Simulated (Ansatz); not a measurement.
BGaH$_{5}$NSi at its PBE0-D4/def2-TZVP geometry, where that method's forces vanish. Charge 0, multiplicity 1. The bonds changed during the relaxation, so this is another structure than the one it started from.

| atom | x (Å) | y (Å) | z (Å) |
| --- | --- | --- | --- |
| B1 | -1.390 | -0.027 | 0.405 |
| N2 | -0.277 | 0.477 | -0.293 |
| Si3 | 1.313 | -0.244 | -0.173 |
| Ga4 | -3.457 | 0.835 | 0.308 |
| H5 | -1.134 | -1.000 | 1.087 |
| H6 | -0.377 | 1.284 | -0.891 |
| H7 | 1.798 | -0.206 | 1.228 |
| H8 | 2.242 | 0.535 | -1.037 |
| H9 | 1.281 | -1.654 | -0.634 |

(1) For each bond, give half the difference of the two atoms' forces along it (eV/Å; positive pushes the atoms apart) under PBE-D4, r2SCAN-D4, B3LYP-D4, ωB97M-V in def2-TZVPP. (Estimate.)

Answers

(1) Ansatz gave: 
```tsv
bond	length (Å)	PBE-D4	r2SCAN-D4	B3LYP-D4	ωB97M-V
B1–N2	1.407	0.07	0.14	0.06	0.19
B1–Ga4	2.242	-0.04	-0.10	0.07	-0.10
B1–H5	1.216	0.04	-0.02	-0.14	-0.10
N2–Si3	1.750	0.15	0.02	0.11	0.07
N2–H6	1.010	0.21	0.01	-0.02	-0.08
Si3–H7	1.484	0.03	-0.03	-0.08	-0.12
Si3–H8	1.489	0.04	-0.04	-0.09	-0.12
Si3–H9	1.484	0.03	-0.03	-0.08	-0.12
```

B3LYP here is the variant with VWN-RPA as its local correlation; programs differ in this.
